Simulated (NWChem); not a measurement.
System: TiOCl$_{2}$; SMILES [O]=[Ti]([Cl])[Cl]

The following NWChem deck was run.

```
start job
memory heap 200 mb stack 900 mb global 1100 mb
geometry units angstroms noautoz
  Ti    -0.275285     0.094174     0.000000
  Cl     0.658133    -0.030229     2.006457
  Cl     0.658133    -0.030229    -2.006457
  O     -1.816134     0.389950     0.000000
end
basis spherical
  Ti library 6-31g*
  Cl library 6-31g*
  O library 6-31g*
end
dft
  xc pbe0
  iterations 150
  mulliken
end
task dft energy
```

NWChem printed, in part:

```
             Northwest Computational Chemistry Package (NWChem) 7.3.0
             --------------------------------------------------------

 CS  symmetry detected

                             Geometry "geometry" -> ""
                             -------------------------

 Output coordinates in angstroms (scale by  1.889725989 to convert to a.u.)

  No.       Tag          Charge          X              Y              Z
 ---- ---------------- ---------- -------------- -------------- --------------
    1 Ti                  22.0000    -0.30398076    -0.02043331     0.00000000
    2 Cl                  17.0000     0.63725743     0.00813121    -2.00645700
    3 Cl                  17.0000     0.63725743     0.00813121     2.00645700
    4 O                    8.0000    -1.87239698     0.02163398     0.00000000

 Effective nuclear repulsion energy (a.u.)     320.8517378637

      Symmetry information
      --------------------

 Group name             Cs
 Group number              2
 Group order               2
 No. of unique centers     3

                                 NWChem DFT Module
                                 -----------------

 Summary of "ao basis" -> "ao basis" (spherical)
 ------------------------------------------------------------------------------
       Tag                 Description            Shells   Functions and Types
 ---------------- ------------------------------  ------  ---------------------
 Ti                          6-31g*                 12       34   5s4p2d1f
 Cl                          6-31g*                  8       18   4s3p1d
 O                           6-31g*                  6       14   3s2p1d

      Symmetry analysis of basis
      --------------------------

        a'         51
        a"         33

            General Information
            -------------------
          SCF calculation type: DFT
          Wavefunction type:  closed shell.
          No. of atoms     :     4
          No. of electrons :    64
           Alpha electrons :    32
            Beta electrons :    32
          Charge           :     0
          Spin multiplicity:     1
          Use of symmetry is: on ; symmetry adaption is: on
          Maximum number of iterations: 150
          AO basis - number of functions:    84
                     number of shells:    34
          Convergence on energy requested:  1.00D-06
          Convergence on density requested:  1.00D-05
          Convergence on gradient requested:  5.00D-04

              XC Information
              --------------
                         PBE0 Method XC Functional
                     Hartree-Fock (Exact) Exchange  0.250
          PerdewBurkeErnzerhof Exchange Functional  0.750
            Perdew 1991 LDA Correlation Functional  1.000 local
           PerdewBurkeErnz. Correlation Functional  1.000 non-local

             Grid Information
             ----------------
          Grid used for XC integration:  medium
          Radial quadrature: Mura-Knowles
          Angular quadrature: Lebedev.
          Tag              B.-S. Rad. Rad. Pts. Rad. Cut. Ang. Pts.
          ---              ---------- --------- --------- ---------
          Ti                  1.40      112           9.0       590
          Cl                  1.00       88          11.0       590
          O                   0.60       49           9.0       434
          Grid pruning is: on
          Number of quadrature shells:   249
          Spatial weights used:  Erf1

      Superposition of Atomic Density Guess
      -------------------------------------

 Sum of atomic energies:       -1841.95672725

      Non-variational initial energy
      ------------------------------

 Total energy =   -1841.999416
 1-e energy   =   -3174.999668
 2-e energy   =    1012.148514
 HOMO         =      -0.462130
 LUMO         =      -0.070488

      Symmetry analysis of molecular orbitals - initial
      -------------------------------------------------

  Numbering of irreducible representations:

     1 a'          2 a"

  Orbital symmetries:

     1 a'          2 a'          3 a"          4 a'          5 a'
     6 a'          7 a"          8 a'          9 a'         10 a"
    11 a'         12 a"         13 a'         14 a'         15 a"
    16 a"         17 a'         18 a'         19 a"         20 a'
    21 a'         22 a'         23 a"         24 a"         25 a'
    26 a'         27 a'         28 a"         29 a'         30 a"
    31 a'         32 a"         33 a'         34 a'         35 a"
    36 a'         37 a"         38 a'         39 a'         40 a'
    41 a"         42 a'

     ---------------------------------------------
      Total Density - Mulliken Population Analysis
     ---------------------------------------------

    Atom       Charge   Shell Charges
 -----------   ------   -------------------------------------------------------
    1 Ti  22    19.31   2.00  2.00  6.00  2.00  6.00  0.25  0.23  0.02  0.02  0.28  0.48  0.02
    2 Cl  17    17.63   2.00  2.00  5.98  1.38  3.84  0.56  1.86  0.00
    3 Cl  17    17.63   2.00  2.00  5.98  1.38  3.84  0.56  1.86  0.00
    4 O    8     9.43   2.00  1.00  3.43  0.96  2.03  0.02

   convergence    iter        energy       DeltaE   RMS-Dens  Diis-err
 ---------------- ----- ----------------- --------- --------- ---------
 d= 0,ls=0.0,diis     1  -1843.9529338366 -2.16D+03  5.92D-02  3.76D+00
 d= 0,ls=0.5,diis     2  -1825.8596845626  1.81D+01  1.41D-02  1.38D+02
 d= 0,ls=0.5,diis     3  -1831.6681996771 -5.81D+00  4.78D-03  1.12D+02
 d= 0,ls=0.5,diis     4  -1833.4116108646 -1.74D+00  3.92D-03  1.04D+02
 d= 0,ls=0.5,diis     5  -1834.9391585823 -1.53D+00  4.78D-03  9.26D+01
 d= 0,ls=0.5,diis     6  -1836.7686713858 -1.83D+00  4.92D-03  7.94D+01
 d= 0,ls=0.5,diis     7  -1838.2656479940 -1.50D+00  3.71D-03  6.56D+01
 d= 0,ls=0.5,diis     8  -1839.3377372083 -1.07D+00  3.75D-03  5.50D+01
 d= 0,ls=0.5,diis     9  -1840.3063424937 -9.69D-01  3.75D-03  4.48D+01
 d= 0,ls=0.5,diis    10  -1841.1444006854 -8.38D-01  5.20D-03  3.49D+01
 d= 0,ls=0.5,diis    11  -1842.3166958201 -1.17D+00  2.01D-02  2.07D+01
 d= 0,ls=0.5,diis    12  -1844.2754582443 -1.96D+00  7.79D-03  3.10D-01
 d= 0,ls=0.5,diis    13  -1844.3738986206 -9.84D-02  5.05D-03  5.45D-01
 d= 0,ls=0.5,diis    14  -1844.4429571136 -6.91D-02  4.20D-03  3.64D-01
 d= 0,ls=0.5,diis    15  -1844.5055073743 -6.26D-02  3.19D-03  1.04D-01
  Resetting Diis
 d= 0,ls=0.5,diis    16  -1844.5370907566 -3.16D-02  2.37D-03  3.24D-02
 d= 0,ls=0.5,diis    17  -1844.5532136088 -1.61D-02  1.55D-03  1.51D-02
 d= 0,ls=0.5,diis    18  -1844.5610641288 -7.85D-03  1.16D-03  1.21D-02
 d= 0,ls=0.5,diis    19  -1844.5662665583 -5.20D-03  1.23D-03  5.28D-03
 d= 0,ls=0.5,diis    20  -1844.5702445491 -3.98D-03  9.39D-04  3.22D-03
 d= 0,ls=0.5,diis    21  -1844.5725015037 -2.26D-03  6.48D-04  1.77D-03
 d= 0,ls=0.5,diis    22  -1844.5736052916 -1.10D-03  4.70D-04  1.09D-03
 d= 0,ls=0.5,diis    23  -1844.5742017765 -5.96D-04  3.40D-04  4.04D-04
 d= 0,ls=0.5,diis    24  -1844.5744971407 -2.95D-04  2.47D-04  2.08D-04
 d= 0,ls=0.5,diis    25  -1844.5746499071 -1.53D-04  1.72D-04  9.75D-05
 d= 0,ls=0.5,diis    26  -1844.5747240432 -7.41D-05  1.19D-04  4.82D-05
 d= 0,ls=0.5,diis    27  -1844.5747602805 -3.62D-05  8.53D-05  2.44D-05
 d= 0,ls=0.5,diis    28  -1844.5747786586 -1.84D-05  6.04D-05  1.17D-05
 d= 0,ls=0.5,diis    29  -1844.5747878099 -9.15D-06  4.26D-05  5.80D-06
 d= 0,ls=0.5,diis    30  -1844.5747923423 -4.53D-06  3.01D-05  2.89D-06
 d= 0,ls=0.5,diis    31  -1844.5747945993 -2.26D-06  2.11D-05  1.43D-06
 d= 0,ls=0.5,diis    32  -1844.5747957152 -1.12D-06  1.49D-05  7.04D-07
 d= 0,ls=0.5,diis    33  -1844.5747962672 -5.52D-07  1.05D-05  3.50D-07
 d= 0,ls=0.5,diis    34  -1844.5747965414 -2.74D-07  7.39D-06  1.74D-07

         Total DFT energy =    -1844.574796677612
      One electron energy =    -3176.909794235909
           Coulomb energy =     1118.100843335685
    Exchange-Corr. energy =     -106.617583641121
 Nuclear repulsion energy =      320.851737863733

 Numeric. integr. density =       64.000000009018

                  Occupations of the irreducible representations
                  ----------------------------------------------

                     irrep           alpha         beta
                     --------     --------     --------
                     a'               20.0         20.0
                     a"               12.0         12.0

                       DFT Final Molecular Orbital Analysis
                       ------------------------------------

 Vector   30  Occ=2.000000D+00  E=-3.626272D-01  Symmetry=a'
              MO Center=  5.4D-01,  1.2D-02, -1.2D-12, r^2= 5.0D+00
   Bfn.  Coefficient  Atom+Function         Bfn.  Coefficient  Atom+Function
  ----- ------------  ---------------      ----- ------------  ---------------
    42      0.486458  2 Cl py                60      0.486458  3 Cl py
    46      0.262024  2 Cl py                64      0.262024  3 Cl py
    38     -0.190917  2 Cl py                56     -0.190917  3 Cl py
    12      0.126831  1 Ti py                74      0.092377  4 O  py
     8     -0.082349  1 Ti py                78      0.062249  4 O  py

 Vector   31  Occ=2.000000D+00  E=-3.563725D-01  Symmetry=a'
              MO Center=  2.9D-01,  6.3D-03,  7.6D-15, r^2= 5.1D+00
   Bfn.  Coefficient  Atom+Function         Bfn.  Coefficient  Atom+Function
  ----- ------------  ---------------      ----- ------------  ---------------
    41      0.385964  2 Cl px                59      0.385964  3 Cl px
    43      0.255424  2 Cl pz                61     -0.255424  3 Cl pz
    73     -0.240739  4 O  px                45      0.215546  2 Cl px
    63      0.215546  3 Cl px                77     -0.177105  4 O  px
     7     -0.157861  1 Ti px                37     -0.151426  2 Cl px

[...]
```

Level: PBE0/6-31G* (spherical d). Structure relaxed at the PBE0/def2-SVP level.
